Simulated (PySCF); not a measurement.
# C₆ coefficients of unlike pairs at PBE0

Calculated with PySCF 2.14 from the dipole response of each species, C₆(A,B) = (3/π) ∫ α_A(iu) α_B(iu) du, in atomic units, from isotropic polarisabilities. For ions this is the dispersion term alone; charge-induced terms of lower order in 1/R come first.

```json
{"species": "Ti⁺", "configuration": "[Ar] 3d2 4s1 (4F)", "basis": "aug-cc-pwCVTZ (10s9p7d4f3g)", "relativity": "none", "α (bohr³)": "51.23", "C₆ (like pair)": "329.0"}
{"species": "Ba", "configuration": "[Xe] 6s2 (1S)", "basis": "aug-cc-pVDZ-X2C (8s7p5d)", "relativity": "spin-free X2C", "α (bohr³)": "273.0", "C₆ (like pair)": "5381"}
{"species": "Sc³⁺", "configuration": "[Ar] (1S)", "basis": "aug-cc-pVTZ with one added diffuse shell each of s, p, d, f, g type (9s8p6d4f3g)", "relativity": "none", "α (bohr³)": "2.132", "C₆ (like pair)": "5.445"}
{"species": "Cl", "configuration": "[Ne] 3s2 3p5 (2P)", "basis": "aug-cc-pV(D+d)Z (5s4p3d)", "relativity": "none", "α (bohr³)": "13.44", "C₆ (like pair)": "85.29"}
```

Task: Estimate C₆ for Cl with Sc³⁺.

Result: The integral gives 19.68. The combination rule 2 C_A C_B / (C_A α_B/α_A + C_B α_A/α_B) gives 19.41 and the geometric mean 21.55.

No spin-orbit coupling is included.

The other pairs:

| pair | C₆ |
| --- | --- |
| Sc³⁺, Ti⁺ | 28.62 |
| Cl, Ti⁺ | 144.3 |
| Sc³⁺, Ba | 89.33 |
| Cl, Ba | 489.0 |
| Ba, Ti⁺ | 1284 |
